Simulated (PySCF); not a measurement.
C₆H₆O, SMILES C(#C)[C@@H]1CC=CO1. Coordinates come from a B3LYP-D3(BJ)/def2-SVP optimisation. The structure was generated by enumeration; whether it is a known compound was not checked. The values are those of a single conformer.

Computed equilibrium geometry at B3LYP-D3(BJ)/def2-SVP (PySCF confirms it by a frequency run) as a Z-matrix (one conformer of several):
```
C
H 1 1.1013
O 1 1.4524 2 106.67
C 3 1.3625 1 107.25 2 -129.42
C 4 1.3362 3 115.43 1 6.08
H 5 1.0882 4 126.03 3 179.22
H 4 1.0905 5 129.99 6 -0.11
C 1 1.4647 2 108.94 3 118.31
C 8 1.2105 2 149.76 1 -177.30
H 9 1.0737 2 160.96 1 -179.33
C 5 1.5105 6 125.34 4 178.04
H 11 1.1008 5 113.52 6 55.64
H 11 1.1040 12 107.31 5 124.62
```
Charge 0, spin multiplicity 1.
